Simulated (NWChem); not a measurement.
System: CH₄BIO; SMILES COBI

Input file for NWChem:

```
start job
memory heap 200 mb stack 900 mb global 1100 mb
geometry units angstroms noautoz
  B     -0.601439    -1.006927     0.000000
  H     -1.779529    -1.273914     0.000000
  I     -0.029039     1.055270     0.000000
  O      0.356120    -1.928430     0.000000
  C      0.095874    -3.315354     0.000000
  H      0.555302    -3.763942    -0.892876
  H      0.555302    -3.763942     0.892876
  H     -0.985239    -3.526287     0.000000
end
basis spherical
  B library def2-svp
  H library def2-svp
  I library def2-svp
  O library def2-svp
  C library def2-svp
end
ecp
  I library def2-ecp
end
dft
  xc b3lyp
  iterations 150
  mulliken
end
task dft energy
```

Excerpt of the output:

```
             Northwest Computational Chemistry Package (NWChem) 7.3.0
             --------------------------------------------------------

 CS  symmetry detected

                             Geometry "geometry" -> ""
                             -------------------------

 Output coordinates in angstroms (scale by  1.889725989 to convert to a.u.)

  No.       Tag          Charge          X              Y              Z
 ---- ---------------- ---------- -------------- -------------- --------------
    1 B                    5.0000    -0.59119501    -1.03507428     0.00000000
    2 H                    1.0000    -1.77564204    -1.27227324     0.00000000
    3 I                   53.0000     0.03301716     1.01203524     0.00000000
    4 O                    8.0000     0.34282574    -1.98042726     0.00000000
    5 C                    6.0000     0.04769398    -3.36034878     0.00000000
    6 H                    1.0000     0.49566569    -3.82037773    -0.89287600
    7 H                    1.0000     0.49566569    -3.82037773     0.89287600
    8 H                    1.0000    -1.03839359    -3.54395664     0.00000000

 Effective nuclear repulsion energy (a.u.)     270.2705172340

      Symmetry information
      --------------------

 Group name             Cs
 Group number              2
 Group order               2
 No. of unique centers     7

                                 NWChem DFT Module
                                 -----------------

 Summary of "ao basis" -> "ao basis" (spherical)
 ------------------------------------------------------------------------------
       Tag                 Description            Shells   Functions and Types
 ---------------- ------------------------------  ------  ---------------------
 B                          def2-svp                 6       14   3s2p1d
 H                          def2-svp                 3        5   2s1p
 I                          def2-svp                10       26   4s4p2d
 O                          def2-svp                 6       14   3s2p1d
 C                          def2-svp                 6       14   3s2p1d

      Symmetry analysis of basis
      --------------------------

        a'         61
        a"         27

            General Information
            -------------------
          SCF calculation type: DFT
          Wavefunction type:  closed shell.
          No. of atoms     :     8
          No. of electrons :    48
           Alpha electrons :    24
            Beta electrons :    24
          Charge           :     0
          Spin multiplicity:     1
          Use of symmetry is: on ; symmetry adaption is: on
          Maximum number of iterations: 150
          AO basis - number of functions:    88
                     number of shells:    40
          Convergence on energy requested:  1.00D-06
          Convergence on density requested:  1.00D-05
          Convergence on gradient requested:  5.00D-04

              XC Information
              --------------
                         B3LYP Method XC Potential
                     Hartree-Fock (Exact) Exchange  0.200
                        Slater Exchange Functional  0.800 local
                    Becke 1988 Exchange Functional  0.720 non-local
              Lee-Yang-Parr Correlation Functional  0.810
                  VWN I RPA Correlation Functional  0.190 local

             Grid Information
             ----------------
          Grid used for XC integration:  medium
          Radial quadrature: Mura-Knowles
          Angular quadrature: Lebedev.
          Tag              B.-S. Rad. Rad. Pts. Rad. Cut. Ang. Pts.
          ---              ---------- --------- --------- ---------
          B                   0.85       49          10.0       434
          H                   0.35       45          12.0       434
          I                   1.40      123          12.0       590
          O                   0.60       49           9.0       434
          C                   0.70       49          12.0       434
          Grid pruning is: on
          Number of quadrature shells:   405
          Spatial weights used:  Erf1

      Superposition of Atomic Density Guess
      -------------------------------------

 Sum of atomic energies:        -485.94419497

      Non-variational initial energy
      ------------------------------

 Total energy =    -437.108347
 1-e energy   =   -1026.566130
 2-e energy   =     427.791892
 HOMO         =      -0.342532
 LUMO         =       0.029807

      Symmetry analysis of molecular orbitals - initial
      -------------------------------------------------

  Numbering of irreducible representations:

     1 a'          2 a"

  Orbital symmetries:

     1 a'          2 a'          3 a'          4 a'          5 a'
     6 a'          7 a"          8 a'          9 a'         10 a"
    11 a'         12 a"         13 a'         14 a'         15 a'
    16 a'         17 a'         18 a"         19 a'         20 a'
    21 a"         22 a'         23 a"         24 a'         25 a"
    26 a'         27 a'         28 a'         29 a"         30 a'
    31 a'         32 a'         33 a'         34 a'

     ---------------------------------------------
      Total Density - Mulliken Population Analysis
     ---------------------------------------------

    Atom       Charge   Shell Charges
 -----------   ------   -------------------------------------------------------
    1 B    5     4.49   1.99  0.85  0.19  1.08  0.27  0.10
    2 H    1     1.06   0.71  0.34  0.01
    3 I   25    25.31   1.83  0.22  1.23  0.67  2.92  3.13  2.67  2.63  9.82  0.19
    4 O    8     8.51   1.99  1.10  0.60  3.04  1.78  0.01
    5 C    6     5.86   1.99  0.92  0.21  1.83  0.86  0.05
    6 H    1     0.92   0.69  0.21  0.02
    7 H    1     0.92   0.69  0.21  0.02
    8 H    1     0.93   0.69  0.22  0.02

[...]
```

Level: B3LYP/def2-SVP with def2 effective core potentials on I. Structure relaxed at the PBE0/def2-SVP level. def2 effective core potentials on I; no spin-orbit coupling.
